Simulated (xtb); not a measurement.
H₄Si, triplet, at a GFN2-xTB geometry (a higher spin typed on purpose: for a closed-shell molecule this is an excited state); GFN2-xTB in xtb.

The xtb input:
```
$ xtb mol.xyz --gfn 2 --chrg 0 --uhf 2 --json

# file mol.xyz
5

Si    -0.00000000    -0.00000000    -0.00000000
H      0.21636537     1.47416717    -0.01722191
H     -1.34501321     0.20450964     0.60777848
H      1.34501321    -0.20450964    -0.60777848
H     -0.21636537    -1.47416717     0.01722191
```

What the program printed (banner, timings and long lists left out):

```
   ID    Z sym.   atoms
    1   14 Si     1
    2    1 H      2-5

           -------------------------------------------------
          |                Calculation Setup                |
           -------------------------------------------------

           -------------------------------------------------
          |                 G F N 2 - x T B                 |
           -------------------------------------------------

          ...................................................
          :                      SETUP                      :
          :.................................................:
          :  # basis functions                  14          :
          :  # atomic orbitals                  13          :
          :  # shells                            7          :
          :  # electrons                         8          :
          :  max. iterations                   250          :
          :  Hamiltonian                  GFN2-xTB          :
          :  restarted?                      false          :
          :  GBSA solvation                  false          :
          :  PC potential                    false          :
          :  electronic temp.          300.0000000     K    :
          :  accuracy                    1.0000000          :
          :  -> integral cutoff          0.2500000E+02      :
          :  -> integral neglect         0.1000000E-07      :
          :  -> SCF convergence          0.1000000E-05 Eh   :
          :  -> wf. convergence          0.1000000E-03 e    :
          :  Broyden damping             0.4000000          :
          :  net charge                          0          :
          :  unpaired electrons                  2          :
          ...................................................

 iter      E             dE          RMSdq      gap      omega  full diag
   1     -3.6110904 -0.361109E+01  0.605E+00    3.42       0.0  T
   2     -3.6349923 -0.239019E-01  0.475E+00    3.06       1.0  T
   3     -3.6352474 -0.255116E-03  0.199E+00    3.06       1.0  T
   4     -3.6353383 -0.908772E-04  0.913E-02    3.11       1.0  T
   5     -3.6353390 -0.737923E-06  0.275E-02    3.11       1.6  T
   6     -3.6353400 -0.947419E-06  0.442E-03    3.11      10.1  T
   7     -3.6353400  0.144323E-07  0.290E-03    3.11      15.4  T
   8     -3.6353400 -0.177870E-07  0.711E-05    3.11     629.3  T
   9     -3.6353400 -0.712896E-11  0.249E-05    3.11    1798.4  T

[...]
         :: total energy              -3.605563058912 Eh    ::
[...]
        13                          1.6500328              44.8997
      -------------------------------------------------------------
                  HL-Gap            0.1142973 Eh            3.1102 eV
             Fermi-level           -0.2853586 Eh           -7.7650 eV

     #   Z          covCN         q      C6AA      α(0)
     1  14 Si       3.640     0.126   107.453    19.880
     2   1 H        0.910    -0.031     3.669     2.996
     3   1 H        0.910    -0.031     3.669     2.996
     4   1 H        0.910    -0.031     3.669     2.996
     5   1 H        0.910    -0.031     3.669     2.996

 Mol. C6AA /au·bohr⁶  :        321.747348
 Mol. C8AA /au·bohr⁸  :      12970.478866
 Mol. α(0) /au        :         31.865438

Wiberg/Mayer (AO) data.
largest (>0.10) Wiberg bond orders for each atom

 ---------------------------------------------------------------------------
     #   Z sym  total        # sym  WBO       # sym  WBO       # sym  WBO
 ---------------------------------------------------------------------------
     1  14 Si   3.065 --     4 H    0.766     3 H    0.766     2 H    0.766
                             5 H    0.766
     2   1 H    0.966 --     1 Si   0.766     5 H    0.132
     3   1 H    0.966 --     1 Si   0.766     4 H    0.132
     4   1 H    0.966 --     1 Si   0.766     3 H    0.132
     5   1 H    0.966 --     1 Si   0.766     2 H    0.132
 ---------------------------------------------------------------------------

Topologies differ in total number of bonds
Writing topology from bond orders to xtbtopo.mol

molecular dipole:
                 x           y           z       tot (Debye)
 q only:       -0.000      -0.000       0.000
   full:       -0.000      -0.000       0.000       0.000
molecular quadrupole (traceless):
                xx          xy          yy          xz          yz          zz
 q only:       -0.126      -0.015      -0.247       0.276      -0.033       0.373
  q+dip:        0.293       0.034       0.572      -0.640       0.077      -0.865
   full:       -0.015      -0.002      -0.029       0.033      -0.004       0.044

           -------------------------------------------------
          | TOTAL ENERGY               -3.605563058912 Eh   |
          | GRADIENT NORM               0.000015098388 Eh/α |
          | HOMO-LUMO GAP               3.110187225757 eV   |
           -------------------------------------------------

normal termination of xtb
```
